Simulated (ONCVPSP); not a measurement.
**Tc (Z = 43): variants of one ONCV potential**

Base potential:

| Item | Value |
| --- | --- |
| Element | technetium (Tc) |
| Generator | ONCVPSP 4.0.1 |
| Type | optimised norm-conserving Vanderbilt (ONCV) |
| Functional | PBEsol |
| Relativity | scalar-relativistic |
| Frozen core | [Kr] |
| Valence charge | 7 |
| Reference configuration | 4d5 5s2 |
| Partial waves | 5s: rc 2.85 bohr, ncon 3, nbas 6, qcut 2.1 1/bohr, 2 projectors, debl 0.5 Ha; p scattering state at 0.08 Ha: rc 2.75 bohr, ncon 3, nbas 7, qcut 2.5 1/bohr, 3 projectors, debl 3.6 Ha; 4d: rc 2.40 bohr, ncon 4, nbas 8, qcut 7.9 1/bohr, 1 projector |
| Local potential | polynomial inside 1.95 bohr (lpopt 5, dvloc0 6 Ha) |
| Core correction | polynomial model core, fcfact 0.7 |

In the p channel the program set the typed energies aside and used 0.050, 3.650, 7.250 Ha.

Cutoffs, loose and tight: the cutoffs (Ha) at which the residual kinetic energy of the hardest occupied pseudo-wave falls to 1 and 0.1 mHa per electron. They do not see the model core or the augmentation charge, which bear on the density cutoff. Test errors are all-electron minus pseudo excitation energies from the reference, over the configurations 4d5 5s1; 4d5 5s0; 4d4 5s0; 4d5 5s1 5p1. A dash means not determined; rows that change the core or the reference have their own tests.

A true bound ghost makes a file unfit for plane-wave use even where its test errors are small: the radial tests pick states by their node count and pass the ghost by.

```csv
change,outcome,"cutoff, loose","cutoff, tight",bound ghosts,GHOST(+) flags above zero,largest test error (meV)
base,"generated, projector energies reset by the program",18 Ha,21 Ha,none,none,-256
s: rc 2.24,"generated, projector energies reset by the program",18 Ha,21 Ha,none,s,-159
s: rc 2.4,"generated, projector energies reset by the program",18 Ha,21 Ha,none,none,-162
s: rc 2.68,"generated, projector energies reset by the program",18 Ha,21 Ha,none,none,-207
s: rc 3.24,"generated, projector energies reset by the program",18 Ha,21 Ha,none,none,-419
s: rc 3.46,"generated, projector energies reset by the program",18 Ha,21 Ha,none,none,-539
s: rc 3.88,"generated, projector energies reset by the program",18 Ha,21 Ha,none,none,-808
s: rc 4.18,"generated, projector energies reset by the program",18 Ha,21 Ha,none,none,-999
```

What comes out with this change to the base: s: rc 2.98?

outcome: generated, projector energies reset by the program; cutoff, loose: 18 Ha; cutoff, tight: 21 Ha; bound ghosts: none; GHOST(+) flags above zero: none; largest test error (meV): -302.

What comes out with this change to the base: s: rc 3.7?

outcome: generated, projector energies reset by the program; cutoff, loose: 18 Ha; cutoff, tight: 21 Ha; bound ghosts: none; GHOST(+) flags above zero: none; largest test error (meV): -691.

What comes out with this change to the base: s: rc 1.9; local potential polynomial inside 1.90 bohr (lpopt 5, dvloc0 6 Ha)?

outcome: generated, projector energies reset by the program; cutoff, loose: 28 Ha; cutoff, tight: 34 Ha; bound ghosts: s; GHOST(+) flags above zero: s; largest test error (meV): -191.

Reading the sweep of the s radius (base included, trends over the rows without a ghost): The loose cutoff stays near 18 Ha. The median size of the test errors (rows with all tests solved) rises from 25.9 meV at 2.24 to 159.3 meV at 4.18 bohr, with one reversal. More of the atom is replaced by a form fitted at one configuration, so other configurations suffer as the radius grows. Bound ghosts are found at 1.9 bohr.
